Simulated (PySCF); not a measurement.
Substituent chemical shifts

Parent skeleton `[N:1]#[C:2][C:3]#[C:4][SiH2:5][CH2:6][SiH3:7]`; one hydrogen on atom 6 is replaced by X. Hydrogens on one atom are averaged.

PySCF 2.14.0 with density-fitted response routines calculation with GFN2-xTB structure and NMR shieldings at PBE0/pcSseg-1/GIAO; one computed conformer, no relativistic terms, in vacuum, one averaged value for each set of equivalent atoms.

Scale: 15N against NH3; TMS for 13C, 29Si, 1H (reference shieldings calculated alike).

Parent (X = H): N1 308.3, C2 111.3, C3 89.9, C4 92.4, Si5 -63.6, C6 -11.7, Si7 -73.9, H(Si5) 4.62, H(C6) -0.03 ppm. Effects are Δδ = δ(X) − δ(H), positive for deshielding.

(1) Give Δδ (ppm) for X = OCHO, CH2CN, C2H5, CN, SSiH3.

(2) Which position responds most, and to which substituents?

## Answers

(1) 
```tsv
X	SMILES	N1	C2	C3	C4	Si5	C6	Si7	H(Si5)	H(C6)
OCHO	N#CC#C[SiH2][C@H]([SiH3])OC=O	-3.9	+0.1	-5.0	+7.8	-32.3	+68.2	+4.7	+0.59	+4.06
CH2CN	N#CC#C[SiH2][C@H]([SiH3])CC#N	+2.1	-0.3	+0.3	-1.4	+2.6	+16.2	+5.6	+0.03	+0.62
C2H5	CC[C@H]([SiH3])[SiH2]C#CC#N	-0.1	+0.0	+1.1	+0.3	+0.3	+21.2	+9.3	-0.03	+0.48
CN	N#CC#C[SiH2][C@H]([SiH3])C#N	+4.5	-0.2	+1.8	-4.9	+4.7	+4.3	+8.9	+0.11	+1.19
SSiH3	N#CC#C[SiH2][C@@H]([SiH3])S[SiH3]	+1.7	+0.0	-1.3	-0.8	-8.1	+17.0	+8.5	-0.17	+0.86
```

(2) C6: from +4.3 ppm with CN to +68.2 ppm with OCHO.

Experimental scales use liquid or dissolved standards, which lie at an offset from isolated NH3 (liquid NH3: subtract about 20 ppm). Unscaled 15N shifts of sp2 nitrogen come out 20 to 40 ppm too high even then.
